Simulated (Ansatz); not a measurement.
Basis-set series for `OC1(F)NB1[SiH3]`. Charge 0, multiplicity 1. All single points use the PBE0-D4/def2-TZVP geometry. It is one conformer, not always the lowest.

```tsv
functional	basis	functions	energy (Eh)	HOMO (eV)	LUMO (eV)
PBE0-D4	def2-SVP	113	-584.50523	-7.32	-0.81
PBE0-D4	def2-QZVPP	505	-584.97485	-7.49	-1.05
ωB97M-V	def2-SVP	113	-584.81354	-9.54	1.25
ωB97M-V	def2-QZVPP	505	-585.29133	-9.73	0.88
```

(1) Give the rows for def2-TZVPP. (Best estimate.)

Results:

(1) The calculation gave: 
```
functional       basis  functions  energy (Eh)  HOMO (eV)  LUMO (eV)
   PBE0-D4  def2-TZVPP        267   -584.94921      -7.45      -1.00
   ωB97M-V  def2-TZVPP        267   -585.26748      -9.69       0.97
```

Positive LUMOs are unbound and depend on the basis.

Computed with Ansatz.
